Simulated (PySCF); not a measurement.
CH6BNO2.
SMILES with atom numbers: `[NH2:1][CH2:2][B:3]([OH:4])[OH:5]` (hydrogens: H6, H7 on N1; H8, H9 on C2; H10 on O4; H11 on O5)

The closed-shell SCF was solved with PySCF and density fitting under several settings on one GFN2-xTB geometry (grid level 2 and gas phase unless stated).

```csv
settings,basis functions,SCF cycles,E (Eh),HOMO (eV),LUMO (eV),dipole (D)
PBE0/pcSseg-1,115,12,-271.5362,-6.45,0.73,1.96
PBE0/def2-SVPD,154,12,-271.3890,-6.62,-0.10,1.79
"PBE0/STO-3G, energy threshold 1e-07 Eh",31,8,-267.9582,-3.26,4.95,2.41
"LC-wPBE/6-311G**, fitting basis def2-qzvpp-jkfit",126,11,-271.7808,-9.18,2.96,2.02
"BLYP/IGLO-II, IEF-PCM dimethylsulfoxide, level shift 0.3 Eh",146,14,-271.8912,-4.92,0.10,2.42
"PBE0/IGLO-II, IEF-PCM chloroform",146,12,-271.6561,-6.50,0.90,2.25
KT3/aug-cc-pVDZ,169,15,-275.7863,-5.34,-1.20,1.66
```

**Question.** Estimate the rows for these settings: (1) BLYP/3-21G, energy threshold 1e-07 Eh, damping 0.3 at the start, DIIS from the seventh cycle; (2) PBE0/STO-3G, IEF-PCM chloroform, grid level 3.

**Answer.** 
```csv
settings,basis functions,SCF cycles,E (Eh),HOMO (eV),LUMO (eV),dipole (D)
"BLYP/3-21G, energy threshold 1e-07 Eh, damping 0.3 at the start, DIIS from the seventh cycle",57,15,-270.2583,-3.81,0.89,2.26
"PBE0/STO-3G, IEF-PCM chloroform, grid level 3",31,12,-267.9662,-3.36,5.09,2.61
```

**Question.** Over all rows, what range does the HOMO–LUMO gap span?

**Answer.** From 4.14 eV (KT3/aug-cc-pVDZ) to 12.14 eV (LC-wPBE/6-311G**, fitting basis def2-qzvpp-jkfit). The functional of the narrowest has no exact exchange, that of the widest range-separated exact exchange.

**Question.** And the dipole moment?

**Answer.** From 1.66 D (KT3/aug-cc-pVDZ) to 2.61 D (PBE0/STO-3G, IEF-PCM chloroform, grid level 3); the largest is 1.57 times the smallest, and the median is 2.25 D.

**Question.** Compare two rows with the functional PBE0: PBE0/pcSseg-1 and PBE0/def2-SVPD. Which energy is lower, and by how much?

**Answer.** PBE0/pcSseg-1 (115 functions) lies 0.1472 Eh or 92 kcal/mol below PBE0/def2-SVPD (154 functions). The smaller set gives the lower energy; the two sets aren't nested, so the variational bound doesn't order them by size.

Cycle counts include a coarse-grid stage where the run had one. All basis functions are spherical, in the Pople sets too. KT3 was designed for NMR shieldings or shifts; total energies of different functionals aren't comparable. The structure is a single GFN2-xTB conformer; no vibrational corrections.

The values belong to the conformer `[NH2:1][CH2:2][B:3]([OH:4])[OH:5]`: N1–C2–B3–O4 91°, H–N1–C2–B3 -63°, H–N1–C2–B3 53°, H–O4–B3–C2 -177°, H–O5–B3–C2 -5°.
